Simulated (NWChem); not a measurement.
# C₃H₉B; SMILES CBCC

```xyz
13

B     -0.4460     0.6436     0.1603
H     -1.6079     0.4991     0.4447
C      0.0736     2.1060    -0.0802
H      1.1594     2.2060    -0.1934
H     -0.2702     2.7980     0.7007
H     -0.3913     2.4771    -1.0093
C      0.4832    -0.6194     0.0790
C     -0.1872    -1.9912    -0.0935
H      1.0243    -0.5956     1.0468
H      1.2807    -0.4741    -0.6657
H     -0.6947    -2.0641    -1.0630
H     -0.9449    -2.1602     0.6804
H      0.5356    -2.8142    -0.0401
```
Atoms are numbered in this order, from 1.

Geometry: optimised at B3LYP/6-31G* (spherical d).

Problem. Give the principal values of the shielding tensors (ppm) of B1, C3, C7, C8 from PBE0/pcSseg-1, GIAO (NWChem), with their diamagnetic and paramagnetic parts as GIAO splits them.

Solution. 
```csv
atom,σ11,σ22,σ33,isotropic,diamagnetic,paramagnetic
B1,-64.3,-22.3,114.9,9.4,190.1,-180.7
C3,143.9,178.9,185.3,169.4,253.0,-83.7
C7,131.6,163.3,172.7,155.9,251.4,-95.5
C8,157.7,172.4,185.3,171.8,248.8,-77.0
```
